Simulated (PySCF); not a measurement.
Computed shifts of a molecule C4H8BN, HF/pcSseg-1 in PySCF, GIAO, gas phase, equivalent atoms averaged, in ppm (number of nuclei): ¹⁵N: 83.9 (1). ¹³C: 145.1 (2), 21.8 (2). ¹H: 6.38 (2), 3.92 (2), 1.67 (4). References: ¹⁵N against NH3 (σ = 267.3 ppm); ¹¹B against BF3 (σ = 102.7 ppm); ¹³C against TMS (σ = 192.6 ppm); ¹H against TMS (σ = 31.99 ppm), references at their B3LYP-D3(BJ)/def2-TZVP geometries, non-relativistic. Coordinates come from a B3LYP-D3(BJ)/def2-SVP optimisation. One conformer was computed; it need not be the lowest.

Question: Pick the molecule that these values belong to.
A. NB1C=CCC1
B. CCB1C=NC1
C. CC1=CB(N)C1
D. NB1CC=CC1

Answer: D, NB1CC=CC1
